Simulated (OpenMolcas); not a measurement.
## Pr4+: moving the ligands

Pr4+ with 6 ligands (fluoride) in trigonal antiprismatic coordination (D3d) at 2.16 Å, a polar angle of 56.4° against the regular 54.74°. A charge of +0.333 e stands 3.2 Å behind each ligand. Ligand basis ANO-RCC-VDZP.
```
Pr    0.0000    0.0000    0.0000
F     0.0000    1.7986    1.1960
F    -1.5577   -0.8993    1.1960
F     1.5577   -0.8993    1.1960
F     0.0000   -1.7986   -1.1960
F     1.5577    0.8993   -1.1960
F    -1.5577    0.8993   -1.1960
```

```json
{
  "Program": "OpenMolcas 26.06",
  "Method": "SS-CASPT2, IPEA 0.25 Eh, imaginary shift 0.1 Eh (closed shells correlated: 5s 5p and the ligand valence shells)",
  "Basis": "ANO-RCC-VDZP [7s6p4d2f1g]",
  "Scalar Hamiltonian": "DKH2, point nucleus",
  "Active space": "1 electron in 7 orbitals (4f)",
  "State averaging": "2S+1 = 2 odd, 7 roots",
  "Spin-orbit coupling": "state interaction with AMFI integrals over the reference wave functions"
}
```

Runs around this geometry, states (labels of D3, the rotations of D3d). Energies in cm-1 above the lowest state or level, χT in cm3 K/mol.

```tsv
R (Å)	Ground state	First state of that spin	First gap with spin-orbit (degeneracies)	Width of lowest J	χT at 300 K
2.09	2A2	2E 1040	1690 (2, 2)	1871	0.261
2.16	2A2	2E 850	1450 (2, 2)	1633	0.298
2.27	2A2	2E 610	1160 (2, 2)	1352	0.354
```

Taking the width of the lowest J multiplet as R^-n, n = -ln(1352 / 1871) / ln(2.27 / 2.09) = 3.9 between the shortest and longest distance.

Roots that are degenerate in the reference are averaged as groups; the widest CASPT2 spread within a group is 35 cm-1 (the 2-fold group of multiplicity 2 near 3760 cm-1 above the lowest state of its run, R = 2.09). Shifts and gaps below about the spread of the groups concerned are not significant. Over all roots computed the reference weight is 0.71 in R = 2.09, 0.71 in R = 2.16, 0.70 in R = 2.27; a low but even weight reflects the number of correlated electrons. Splittings of an f shell from a small cluster at a set distance can be off by tens of per cent, mostly too small. No measured value stands beside these numbers; the geometry was imposed, not optimised, and the real ion may take another.
